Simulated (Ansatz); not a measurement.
# CCSD(T) forces

MgGeH4 (SMILES [MgH][GeH3]), closed shell, displaced at random from a GFN2-xTB minimum.

| atom | x (Å) | y (Å) | z (Å) |
| --- | --- | --- | --- |
| Mg1 | 0.5135 | -1.5066 | 0.5540 |
| Ge2 | -0.2566 | 0.5662 | -0.1601 |
| H3 | 1.3276 | -2.8936 | 1.3332 |
| H4 | -1.5049 | 0.6759 | -1.1636 |
| H5 | 0.5714 | 1.3951 | -1.3281 |
| H6 | -0.7078 | 1.8061 | 0.5529 |

Computed with Ansatz 0.2.0 (basis: def2-TZVPP); correlated methods freeze the cores. Filled d shells of the heavier atoms are correlated. The outer core shell of Li, Na, Mg and K is correlated. The def2 sets are not built for correlating such inner shells, so the correlated values are less sure here. B3LYP uses VWN-RPA correlation.

CCSD(T) forces from the calculation:
| atom | Fx | Fy | Fz (eV/Å) |
| --- | --- | --- | --- |
| Mg1 | 1.191 | -2.388 | 1.169 |
| Ge2 | -1.041 | 3.046 | -3.213 |
| H3 | -0.405 | 0.509 | -0.406 |
| H4 | 0.253 | -0.708 | 0.502 |
| H5 | -0.016 | -0.854 | 0.995 |
| H6 | 0.018 | 0.394 | 0.953 |

Task: Which atom feels the largest CCSD(T) force, and how large is it?

Result: Ge2, 4.55 eV/Å, along (-0.23, 0.67, -0.71).

Root-mean-square difference of the force components from those of CCSD(T): PBE0-D4 0.055; wB97M-V 0.036; r2SCAN-D4 0.080; PBE-D4 0.188; SPW92 0.252; B3LYP-D4 0.068 eV/Å.

The T1 diagnostic stays at or below 0.013. These are differences at one structure, and CCSD(T) in triple zeta is itself an approximation.

For scale, one of the runs: CCSD(T)/def2-TZVPP forces, 136 basis functions (an equivalent command: `ansatz run in.yaml --threads 4`). The run took 51 s on 4 CPU threads (shared host), with 1.4 GiB of host memory at its peak.
